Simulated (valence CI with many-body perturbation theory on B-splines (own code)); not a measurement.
**V: E2, M2 decay**

Method: configuration interaction combined with many-body perturbation theory (CI+MBPT): five valence electrons over a frozen Dirac-Fock core [Ar], a basis of 7 s, 7 p, 8 d, 6 f, 4 g, 1 h functions for each j, with the one-electron correlation potential Σ1 (screened to all orders), the two-electron term Σ2, the three-electron term Σ3, Breit, model QED; selected single and double excitations, second order for the rest, scaled by the run's own slope (own B-spline code, finite nucleus).

Set against measurement, 15 paired levels are off by 760 cm⁻¹ on average, the worst by 1229. These come from a selection out of the NIST Handbook of Basic Atomic Spectroscopic Data. Levels without a partner in it may be off by more, other configurations by 1,000 to 4,000 cm⁻¹. Among the levels kept, up to 1600 cm⁻¹ of a level comes from second order outside the variational space, and about a tenth of that is noise between levels of different J, which matters for small intervals.

Lines 51 to 87 of 87 in falling wavelength, among levels below 2.308 eV, chosen from the decays that carry over 1 % of a level's rate. Wavelengths and rates use the calculated energies, so an error of 800 cm⁻¹ moves a line at 6481 Å by 5.2 % and its rate by three times that or more. Electric multipoles are in the length gauge, E1 and E2 with the static RPA response of the core. Weak lines are less certain than strong ones. Lines between different terms over intervals too small for the method are left out, as are lines whose strength nearly cancels and 17 of this kind that miss the measured wavelength by over 7 %. The highest levels of a list are the least certain.

| λ vac (Å) | Upper | Lower | Type | A (s⁻¹) | Branch % |
| --- | --- | --- | --- | --- | --- |
| 6481 | 3d4 4s 4H_11/2 | 3d3 4s2 4F_9/2 | E2 | 8.78e-02 | 9.2 |
| 6456 | 3d4 4s 4H_13/2 | 3d3 4s2 4F_9/2 | E2 | 9.46e-01 | 100.0 |
| 6425 | 3d4 4s 4H_7/2 | 3d3 4s2 4F_7/2 | E2 | 1.12e-02 | 1.1 |
| 6410 | 3d4 4s 4H_9/2 | 3d3 4s2 4F_7/2 | E2 | 1.50e-01 | 15.2 |
| 6390 | 3d4 4s 4H_11/2 | 3d3 4s2 4F_7/2 | E2 | 8.70e-01 | 90.8 |
| 6348 | 3d4 4s 4H_7/2 | 3d3 4s2 4F_5/2 | E2 | 1.62e-01 | 16.0 |
| 6333 | 3d4 4s 4H_9/2 | 3d3 4s2 4F_5/2 | E2 | 8.30e-01 | 84.2 |
| 6296 | 3d4 4s 4H_7/2 | 3d3 4s2 4F_3/2 | E2 | 8.41e-01 | 82.9 |
| 6285 | 3d3 4s 4p 6G°_13/2 | 3d3 4s2 4F_9/2 | M2 | 1.09e-04 | 1.6 |
| 6051 | 3d4 4s 4F_5/2 | 3d3 4s2 4F_9/2 | E2 | 3.04e-02 | 2.5 |
| 6037 | 3d4 4s 4F_7/2 | 3d3 4s2 4F_9/2 | E2 | 2.64e-01 | 22.4 |
| 6021 | 3d4 4s 4F_9/2 | 3d3 4s2 4F_9/2 | E2 | 6.75e-01 | 59.5 |
| 6011 | 3d4 4s 4P_3/2 | 3d3 4s2 4F_7/2 | E2 | 8.72e-01 | 48.8 |
| 6009 | 3d4 4s 4P_1/2 | 3d3 4s2 4F_5/2 | E2 | 6.99e-01 | 38.2 |
| 5982 | 3d4 4s 4P_5/2 | 3d3 4s2 4F_9/2 | E2 | 1.23e+00 | 68.8 |
| 5981 | 3d4 4s 4F_3/2 | 3d3 4s2 4F_7/2 | E2 | 6.85e-02 | 5.3 |
| 5972 | 3d4 4s 4F_5/2 | 3d3 4s2 4F_7/2 | E2 | 4.23e-01 | 34.3 |
| 5962 | 3d4 4s 4P_1/2 | 3d3 4s2 4F_3/2 | E2 | 1.09e+00 | 59.5 |
| 5958 | 3d4 4s 4F_7/2 | 3d3 4s2 4F_7/2 | E2 | 3.13e-01 | 26.6 |
| 5943 | 3d4 4s 4P_3/2 | 3d3 4s2 4F_5/2 | E2 | 6.56e-01 | 36.7 |
| 5943 | 3d4 4s 4F_9/2 | 3d3 4s2 4F_7/2 | E2 | 3.83e-01 | 33.7 |
| 5914 | 3d4 4s 4F_3/2 | 3d3 4s2 4F_5/2 | E2 | 5.55e-01 | 42.7 |
| 5905 | 3d4 4s 4P_5/2 | 3d3 4s2 4F_7/2 | E2 | 4.18e-01 | 23.4 |
| 5905 | 3d4 4s 4F_5/2 | 3d3 4s2 4F_5/2 | E2 | 2.19e-01 | 17.8 |
| 5897 | 3d4 4s 4P_3/2 | 3d3 4s2 4F_3/2 | E2 | 2.22e-01 | 12.4 |
| 5891 | 3d4 4s 4F_7/2 | 3d3 4s2 4F_5/2 | E2 | 4.99e-01 | 42.3 |
| 5877 | 3d4 4s 4F_9/2 | 3d3 4s2 4F_5/2 | E2 | 3.80e-02 | 3.3 |
| 5869 | 3d4 4s 4F_3/2 | 3d3 4s2 4F_3/2 | E2 | 5.93e-01 | 45.7 |
| 5860 | 3d4 4s 4F_5/2 | 3d3 4s2 4F_3/2 | E2 | 5.02e-01 | 40.7 |
| 5847 | 3d4 4s 4F_7/2 | 3d3 4s2 4F_3/2 | E2 | 5.75e-02 | 4.9 |
| 5840 | 3d4 4s 4P_5/2 | 3d3 4s2 4F_5/2 | E2 | 1.01e-01 | 5.7 |
| 5607 | 3d4 4s 4G_5/2 | 3d3 4s2 4F_7/2 | E2 | 1.34e-01 | 4.7 |
| 5586 | 3d4 4s 4G_7/2 | 3d3 4s2 4F_7/2 | E2 | 8.31e-01 | 26.1 |
| 5548 | 3d4 4s 4G_5/2 | 3d3 4s2 4F_5/2 | E2 | 8.16e-01 | 28.3 |
| 5527 | 3d4 4s 4G_7/2 | 3d3 4s2 4F_5/2 | E2 | 8.25e-01 | 25.9 |
| 5508 | 3d4 4s 4G_5/2 | 3d3 4s2 4F_3/2 | E2 | 1.14e+00 | 39.6 |
| 5488 | 3d4 4s 4G_7/2 | 3d3 4s2 4F_3/2 | E2 | 2.89e-01 | 9.1 |
